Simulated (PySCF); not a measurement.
Simulation results for BFHO

All values are calculated (PySCF 2.14.0). Calculation on a computer-drawn molecule: vertical ionisation energy to the stated ion spin, frozen-core CCSD(T) at the basis limit and cheaper methods, single-reference cases, UHF for radicals, no spin-orbit; all values are single points at the evaluated structure, the first of each entry, which is the reference or a displaced copy of it and isn't optimised; the reference structure only sets the zero of the energies above reference; triples share is (T) over the correlation energy.

```json
{"formula": "BFHO", "evaluated_structure": {"atoms_angstrom": [["O", -2.9685, 0.9408, -0.6114], ["B", -2.7576, 0.5717, 0.5807], ["F", -2.5632, 0.198, 1.6982], ["H", -2.5608, 1.2478, -1.3233]]}, "reference_structure": {"atoms_angstrom": [["O", -2.9963, 0.9619, -0.5881], ["B", -2.7413, 0.5668, 0.5527], ["F", -2.5755, 0.1635, 1.7067], ["H", -2.5032, 1.2542, -1.357]]}, "given": {"charge": 1, "multiplicity": 1, "ion_multiplicity": 2, "diffuse_functions": "no", "basis": "cc-pVnZ", "reference_is": "the Hartree-Fock double-zeta minimum", "best_is": "HF at quadruple zeta + MP2 correlation extrapolated from triple and quadruple zeta + CCSD(T) minus MP2 at triple zeta", "basis_step_is": "the size of the change from the same recipe one zeta lower", "drawn_bonds_atom": [1, 2, 1], "drawn_bonds_other_atom": [2, 3, 4], "drawn_bonds_order": [1, 1, 1]}, "results": {"ionisation_energy_best [eV]": 23.13, "ionisation_energy_basis_step [eV]": 0.0376, "energy_above_reference_best [kcal/mol]": 7.965, "energy_above_reference_basis_step [kcal/mol]": 0.4463, "triple_zeta_method": ["HF", "PBE", "r2SCAN", "B3LYP", "wB97X", "MP2", "CCSD", "CCSD(T)"], "triple_zeta_ionisation_energy [eV]": [21.5, 22.77, 22.77, 22.98, 22.96, 23.18, 22.91, 22.97], "triple_zeta_energy_above_reference [kcal/mol]": [6.284, 9.235, 8.337, 8.429, 8.126, 8.465, 8.052, 8.325], "ionisation_energy_Koopmans_at_triple_zeta [eV]": 24.15, "ionisation_energy_EOM_CCSD_at_triple_zeta [eV]": 22.99, "total_energy_HF_triple_zeta [hartree]": -199.4247, "total_energy_CCSD(T)_triple_zeta [hartree]": -199.9979, "total_energy_best [hartree]": -200.0949, "T1_diagnostic_at_triple_zeta": 0.01398, "D1_diagnostic_at_triple_zeta": 0.03762, "ion_T1_diagnostic_at_triple_zeta": 0.02445, "ion_D1_diagnostic_at_triple_zeta": 0.1129, "ion_spin_squared_at_triple_zeta": 0.7565, "triples_share_at_triple_zeta": 0.03221, "basis_functions_triple_zeta": 104}}
```
